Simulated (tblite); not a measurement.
Isomers of [C6H10FO3S]- (charge -1). Method: GFN2-xTB as coded in tblite; computed harmonic values from a numerical Hessian at the method's own geometry, unscaled. Errors from tens to a few hundred cm⁻¹ against measured bands are possible. One conformer each.

Electronic energies: GFN2-xTB at the same geometries; isomer energies are rough at this level and their order can be wrong.

```csv
SMILES,"electronic energy, lowest = 0 (kcal/mol)"
O=S(=O)([O-])[C@@H]1CCC[C@@H](F)C1,0.0
C[C@@H]1[C@@H](CF)[C@@]1(C)S(=O)(=O)[O-],24.1
O=S(=O)([O-])[C@@H]1CCC[C@H](F)C1,1.8
CC1([C@@H](F)S(=O)(=O)[O-])CCC1,23.3
C[C@@H]1[C@H](CF)[C@@]1(C)S(=O)(=O)[O-],28.4
```

Q: How do GFN2-xTB zero-point energies change the relative energies?

A: 
```tsv
SMILES	ZPE (kcal/mol)	of it from modes above 1550 cm⁻¹	electronic (kcal/mol)	with ZPE, lowest = 0 (kcal/mol)	lowest mode (cm⁻¹)	rings
O=S(=O)([O-])[C@@H]1CCC[C@@H](F)C1	101.4	42.2	0.0	0.0	49	1
O=S(=O)([O-])[C@@H]1CCC[C@H](F)C1	101.3	42.4	1.8	1.7	55	1
CC1([C@@H](F)S(=O)(=O)[O-])CCC1	100.1	42.9	23.3	22.0	34	1
C[C@@H]1[C@@H](CF)[C@@]1(C)S(=O)(=O)[O-]	98.8	42.9	24.1	21.5	59	1
C[C@@H]1[C@H](CF)[C@@]1(C)S(=O)(=O)[O-]	98.7	42.9	28.4	25.8	34	1
```

The zero-point energies span 2.7 kcal/mol, from `C[C@@H]1[C@H](CF)[C@@]1(C)S(=O)(=O)[O-]` to `O=S(=O)([O-])[C@@H]1CCC[C@@H](F)C1`. The lowest isomer stays, but the order above it changes.

Q: What do entropy and thermal enthalpy add at 298.15 K and 1 bar (rigid rotor, harmonic oscillator, one conformer each)?

A: 
```csv
SMILES,point group,symmetry number,S (cal/(mol K)),H − H(0) (kcal/mol),ZPE + H − H(0) − TS (kcal/mol)
O=S(=O)([O-])[C@@H]1CCC[C@@H](F)C1,C1,1,99.7,7.06,78.7
O=S(=O)([O-])[C@@H]1CCC[C@H](F)C1,C1,1,101.2,7.17,78.3
CC1([C@@H](F)S(=O)(=O)[O-])CCC1,C1,1,105.1,7.65,76.4
C[C@@H]1[C@@H](CF)[C@@]1(C)S(=O)(=O)[O-],C1,1,109.3,8.33,74.5
C[C@@H]1[C@H](CF)[C@@]1(C)S(=O)(=O)[O-],C1,1,112.9,8.49,73.5
```
